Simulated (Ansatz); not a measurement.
`[CH3][SnH2]/[CH]=C\F` and `F/C=[CH]/[GeH3]` differ in one atom or group (the configuration at the double bond changes too).

Ansatz, PBE0-D4/def2-TZVP geometries, multiplicity 1. Each molecule was computed in one conformer, which needn't be the lowest.

Elements past krypton have def2 core potentials. Scalar relativity is left out up to krypton.

```tsv
property	`[CH3][SnH2]/[CH]=C\F`
LUMO energy (PBE/def2-TZVPP) / eV	-1.17
HOMO–LUMO gap (ωB97M-V/def2-TZVPP) / eV	11.27
HOMO energy (ωB97M-V/def2-TZVPP) / eV	-9.81
LUMO energy (PBE0/def2-TZVPP) / eV	-0.25
HOMO energy (B3LYP/def2-TZVPP) / eV	-7.36
HOMO–LUMO gap (PBE0/def2-TZVPP) / eV	7.33
```

(1) Give the same properties after the change, and the shifts. (An estimate is asked.)

Answers

(1) Ansatz gave: 
| property | `F/C=[CH]/[GeH3]` | shift |
| --- | --- | --- |
| LUMO energy (PBE/def2-TZVPP) / eV | -1.11 | 0.06 |
| HOMO–LUMO gap (ωB97M-V/def2-TZVPP) / eV | 12.03 | 0.76 |
| HOMO energy (ωB97M-V/def2-TZVPP) / eV | -9.99 | -0.18 |
| LUMO energy (PBE0/def2-TZVPP) / eV | -0.11 | 0.14 |
| HOMO energy (B3LYP/def2-TZVPP) / eV | -7.54 | -0.18 |
| HOMO–LUMO gap (PBE0/def2-TZVPP) / eV | 7.66 | 0.33 |

With PBE0 the HOMO falls by 0.18 eV and the LUMO rises by 0.14 eV, so the gap widens by about 0.32 eV. PBE moves the HOMO by -0.16 eV and ωB97M-V by -0.18 eV.

B3LYP here is the variant with VWN-RPA as its local correlation; programs differ in this.
